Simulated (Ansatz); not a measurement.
CH6OTe, singlet: a pair in one relaxed arrangement.

Input (in.yaml):

```yaml
crystal:
  periodic: [false, false, false]
  atoms:
    - {symbol: C, position_ang: [-0.028115, -0.300035, -1.450743]}
    - {symbol: O, position_ang: [0.401776, 0.809916, -0.690386]}
    - {symbol: H, position_ang: [0.588003, -1.147490, -1.150135]}
    - {symbol: H, position_ang: [0.107152, -0.136812, -2.525845]}
    - {symbol: H, position_ang: [-1.077613, -0.552431, -1.258652]}
    - {symbol: H, position_ang: [-0.134904, 1.572009, -0.918696]}
    - {symbol: Te, position_ang: [0.659104, 0.260597, 2.312027]}
    - {symbol: H, position_ang: [0.316629, -0.245963, 3.860695]}
    - {symbol: H, position_ang: [-0.832130, -0.259990, 1.821735]}
basis:
  gaussian: {orbitals: "def2-TZVPPD.json"}
hamiltonian: {xc: {name: BLYP}, dispersion: d4}
```

The basis file named in the input lies beside it (Basis Set Exchange, JSON).

Run by:

```bash
ansatz run in.yaml --threads 4 --pin off --events-out ev --progress --plain --max-ram 9574MiB
```

The run's output (Ansatz 0.2.0):

```
Functional definition: BLYP
  name "BLYP"
  cite "Becke, Phys. Rev. A 38, 3098 (1988) doi:10.1103/PhysRevA.38.3098"
  cite "Lee, Yang & Parr, Phys. Rev. B 37, 785 (1988) doi:10.1103/PhysRevB.37.785"
  parameter beta = 0.0042
  parameter a = 0.04918
  parameter b = 0.132
  parameter c = 0.2533
  parameter d = 0.349
  exchange = b88_x(beta = beta)
  correlation = lyp_c(a = a, b = b, c = c, d = d)
1161 factors; their error is unknown
mean field evaluation 1: about -10465.3083 eV, gradient 6.4e1 eV
mean field evaluation 2: about -10428.9752 eV, gradient 1.4e2 eV
mean field evaluation 4: about -10473.2567 eV, gradient 1.3e1 eV
mean field evaluation 8: about -10473.5602 eV, gradient 1.9e-1 eV
mean field evaluation 16: about -10473.5335 eV, gradient 3.2e-4 eV
mean field -10473.53347760 eV, -384.8952560857 hartree, gradient 7.3e-5 eV, S^2 0.000000; 0 other end points of the search recorded, 0 dependent functions left out
reference -10473.53389002 eV, -384.8952712419 hartree; 22, 22 occupied and 216, 216 virtual orbitals, 1161 factors
Total energy: -10473.81194846 eV, -384.9054897011 hartree
```

The lines “mean field evaluation” count trial sets of orbitals through the whole run, from several starts and some on an approximate energy, so they need not fall steadily or lie above the final value.

Hardware: 4 CPU threads of an Intel Xeon 6975P-C, shared host. Wall time about 1.4 s.
